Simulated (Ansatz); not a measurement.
`OC(O)[SiH3]` and `O[SiH2]C(O)O` differ in one atom or group.

Ansatz, PBE0-D4/def2-TZVP geometries, multiplicity 1. Each molecule was computed in one conformer, which needn't be the lowest.

```json
{"property": "HOMO energy (PBE/def2-TZVPP) / eV", "`OC(O)[SiH3]`": "-6.36"}
{"property": "size of the dipole moment (PBE/def2-TZVPP) / D", "`OC(O)[SiH3]`": "0.60"}
{"property": "HOMO energy (ωB97M-V/def2-TZVPP) / eV", "`OC(O)[SiH3]`": "-10.18"}
{"property": "LUMO energy (PBE/def2-TZVPP) / eV", "`OC(O)[SiH3]`": "-0.37"}
{"property": "HOMO–LUMO gap (PBE/def2-TZVPP) / eV", "`OC(O)[SiH3]`": "5.99"}
{"property": "HOMO energy (PBE0/def2-TZVPP) / eV", "`OC(O)[SiH3]`": "-7.85"}
```

(1) Give the same properties after the change, and the shifts. (Best estimate.)

Answers

(1) Ansatz gave: 
| property | `O[SiH2]C(O)O` | shift |
| --- | --- | --- |
| HOMO energy (PBE/def2-TZVPP) / eV | -6.24 | 0.12 |
| size of the dipole moment (PBE/def2-TZVPP) / D | 1.32 | 0.72 |
| HOMO energy (ωB97M-V/def2-TZVPP) / eV | -10.06 | 0.12 |
| LUMO energy (PBE/def2-TZVPP) / eV | -0.89 | -0.52 |
| HOMO–LUMO gap (PBE/def2-TZVPP) / eV | 5.35 | -0.64 |
| HOMO energy (PBE0/def2-TZVPP) / eV | -7.73 | 0.12 |

With PBE0 the HOMO rises by 0.12 eV and the LUMO falls by 0.48 eV, so the gap narrows by about 0.60 eV. PBE moves the HOMO by 0.12 eV and ωB97M-V by 0.12 eV. Dipoles are sizes alone; their direction can turn.
